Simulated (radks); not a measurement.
The mean radii <r> (bohr) of the occupied orbitals of an atom or ion are listed with their occupations. All-electron calculation, non-relativistic Kohn-Sham, r2SCAN, spin-polarised, spherical densities, point nucleus; meta-GGA in the generalised Kohn-Sham scheme. Program: a radial shooting solver on a logarithmic mesh with Libxc functionals.

orbital  occ.      <r>
1s          2  0.05112
2s          2   0.2294
2p          6   0.1997
3s          2   0.6909
3p          6   0.7180
3d         10   0.9011
4s          2    2.698

Name the element and its charge. Open shells, if any, are filled with parallel spins first.

Answer. Z = 30, zinc, charge 0: Zn in [Ar] 3d10 4s2. The 1s radius gives Z: for a bare nucleus <r> = 1.5/Z, 0.05 bohr for Z = 30, and screening makes it slightly larger (0.05112 here). The occupations add up to 30, and the charge is Z minus that.
